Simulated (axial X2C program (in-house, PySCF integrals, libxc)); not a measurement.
Low determinants of InCl⁻ at the PBE0 level, two-component

Calculated with an in-house all-electron X2C program for linear molecules (integrals from PySCF). Two-component (2c) means X2C with spin–orbit coupling and atomic mean-field two-electron Coulomb and Gaunt terms. Basis: In dyall-acv3z [12s13p10d5f1g], Cl dyall-av3z [9s8p3d2f] (cores contracted in-house); Gaussian nuclei, density fitting, unrestricted open shells. Masses: In 114.904 u, Cl 34.969 u.

Search at 2.587 Å (vertical energies from the lowest determinant):

| ΔE (eV) | state | electrons beyond evenly filled partner blocks | electrons in ±ω = 1/2, 3/2, 5/2, 7/2 |
| --- | --- | --- | --- |
| 0.00 | Ω = 1/2 | ω = 1/2 | 45 18 4 0 |
| 0.12 | Ω = 3/2 | ω = 3/2 | 44 19 4 0 |
| 2.34 | Ω = 5/2 | ω = 5/2 | 44 18 5 0 |
| 3.79 | Ω = 1/2 | 2 × ω = -1/2, ω = 3/2 | 44 19 4 0 |
| 3.94 | Ω = 5/2 | 2 × ω = 1/2, ω = 3/2 | 44 19 4 0 |
| 4.46 | Ω = 3/2 | 3 × ω = 1/2 | 45 18 4 0 |
| 5.21 | Ω = 5/2 | ω = -1/2, 2 × ω = 3/2 | 45 18 4 0 |

Lowest determinant, Ω = 1/2 (⟨Sz⟩ = -0.50, ⟨Lz⟩ = 1.00 at PBE0): Re = 2.571 Å, ωe = 218.2 cm⁻¹.

The determinant in row 2 of the search, Ω = 3/2 (⟨Sz⟩ = 0.50, ⟨Lz⟩ = 1.00 at PBE0), was followed along the bond at PBE0; measured from the minimum of the lowest determinant it gives:

Te = 0.122 eV (983 cm⁻¹), Re = 2.556 Å, ωe = 224.3 cm⁻¹.

(1) Compare the bond of the determinant in row 2 with that of the lowest one.

The search compares states at one distance, so a state with another bond length can lie lower; it is not exhaustive and yields mostly the lowest determinant of each block pattern, so other components and higher states of one pattern are missing. These are energies of single determinants, not of spin-adapted states; PBE0 term energies can be off by some tenths of an eV, and the functional has no current term. For an anion, determinants above electron detachment are held by the basis set. The highest occupied level of some functionals is positive through self-interaction error; at Hartree–Fock it is bound. Row 1 has a positive highest level at its minimum. Row 2 has a positive highest level at its minimum.

Results:

(1) At PBE0 its Re is 0.015 Å shorter and its force constant, which goes as ωe², is 1.06 times that of the lowest determinant. T0 ≈ Te + Δωe/2 = 983 + (3) = 986 cm⁻¹.
